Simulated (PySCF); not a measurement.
**Radial density of Ge⁺ (germanium, charge +1)**

TPSS, [Ar] 3d10 4s2 4p1, 2P determinant. Computed with PySCF 2.14 in x2c-SVPall (5s4p3d, 32 functions), with scalar relativity by spin-free X2C-1e.

| r (bohr) | 4πr²ρ (e/bohr) | 4πr²(ρα − ρβ) |
| --- | --- | --- |
| 0.000690 | 0.1972 | 0.0000 |
| 0.00116 | 0.5353 | 0.0000 |
| 0.00195 | 1.372 | 0.0000 |
| 0.00328 | 3.246 | 0.0000 |
| 0.00552 | 7.404 | 0.0000 |
| 0.00929 | 15.44 | 0.0001 |
| 0.0156 | 27.62 | 0.0003 |
| 0.0263 | 38.17 | 0.0017 |
| 0.0442 | 36.82 | 0.0071 |
| 0.0743 | 31.80 | 0.0198 |
| 0.125 | 43.88 | 0.0231 |
| 0.210 | 36.29 | -0.0068 |
| 0.354 | 22.97 | 0.0240 |
| 0.595 | 27.60 | 0.0281 |
| 1.00 | 9.616 | 0.0394 |
| 1.68 | 2.519 | 0.4138 |
| 2.83 | 0.8327 | 0.3250 |
| 4.76 | 0.06321 | 0.0506 |
| 8.01 | 0.0002250 | 0.0002 |

Densities and radii are taken from the X2C orbitals without a picture-change correction, which distorts them close to the nucleus.

**Question.** Where is the radial spin density 4πr²(ρα − ρβ) most negative, and why is it negative at all?

**Answer.** Around r = 0.210 bohr, down to -0.0068 e/bohr: exchange with the open shell polarises the paired shells in an unrestricted calculation.
